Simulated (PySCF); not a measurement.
WCl3, SMILES [Cl][W]([Cl])[Cl] (connectivity only; charge and spin as stated), neutral, multiplicity 4.

Coordinates come from a B3LYP-D3(BJ)/def2-SVP optimisation. The multiplicity is an assumed one; other spin states were not compared. The def2 effective core potentials stand for the cores of W; spin–orbit coupling is left out.

Method: TDA-PBE/def2-SVPD run with PySCF.

Vertical excitations; the highest root listed may be one member of a degenerate set. Isolated molecule, no solvent.

```
state    energy (eV)  λ (nm)      f                                         main pairs
-------  -----------  ------  -----  -------------------------------------------------
root 1          1.24    1002  0.001             α HOMO→LUMO+1 50 %, α HOMO−1→LUMO 50 %
root 2          1.26     983  0.000             α HOMO→LUMO 50 %, α HOMO−1→LUMO+1 50 %
root 3          1.51     821  0.000      α HOMO−1→LUMO, α HOMO→LUMO+1 (degenerate set)
root 4          1.51     821  0.000      α HOMO−1→LUMO+1, α HOMO→LUMO (degenerate set)
root 5          2.28     543  0.001                     α HOMO−2→LUMO (degenerate set)
root 6          2.28     543  0.001                   α HOMO−2→LUMO+1 (degenerate set)
root 7          4.20     295  0.000                     α HOMO→LUMO+2 (degenerate set)
root 8          4.21     295  0.000                   α HOMO−1→LUMO+2 (degenerate set)
root 9          4.46     278  0.000      α HOMO−3→LUMO, α HOMO→LUMO+3 (degenerate set)
root 10         4.46     278  0.000  α HOMO−3→LUMO+1, α HOMO−1→LUMO+3 (degenerate set)
```
Unrestricted roots are not spin-pure.
